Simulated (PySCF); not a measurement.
CH₁₀OSi₄, SMILES [SiH3][Si@@H]1[SiH2]CO[SiH2]1.

Coordinates come from a PBE0-D3(BJ)/def2-SVP optimisation. The structure was generated by enumeration; whether it is a known compound was not checked. Other conformers were not sampled.

Level of theory: TDA-PBE/def2-SVPD run with PySCF.

Vertical excitations. 

```json
[
 {"state": "S1", "energy (eV)": "4.93", "λ (nm)": "252", "f": "0.017", "main pairs": "HOMO→LUMO+1 55 %, HOMO→LUMO 39 %"},
 {"state": "S2", "energy (eV)": "4.93", "λ (nm)": "251", "f": "0.003", "main pairs": "HOMO→LUMO 52 %, HOMO→LUMO+1 43 %"},
 {"state": "S3", "energy (eV)": "5.49", "λ (nm)": "226", "f": "0.035", "main pairs": "HOMO→LUMO+2 76 %"},
 {"state": "S4", "energy (eV)": "5.57", "λ (nm)": "223", "f": "0.029", "main pairs": "HOMO−1→LUMO 82 %"},
 {"state": "S5", "energy (eV)": "5.65", "λ (nm)": "219", "f": "0.012", "main pairs": "HOMO−1→LUMO+1 87 %"},
 {"state": "S6", "energy (eV)": "5.69", "λ (nm)": "218", "f": "0.003", "main pairs": "HOMO−2→LUMO 86 %"},
 {"state": "T1", "energy (eV)": "4.44", "λ (nm)": "279", "f": "0", "main pairs": "HOMO→LUMO 97 %"},
 {"state": "T2", "energy (eV)": "4.67", "λ (nm)": "265", "f": "0", "main pairs": "HOMO→LUMO+1 97 %"}
]
```
Triplets are in the Tamm–Dancoff approximation.
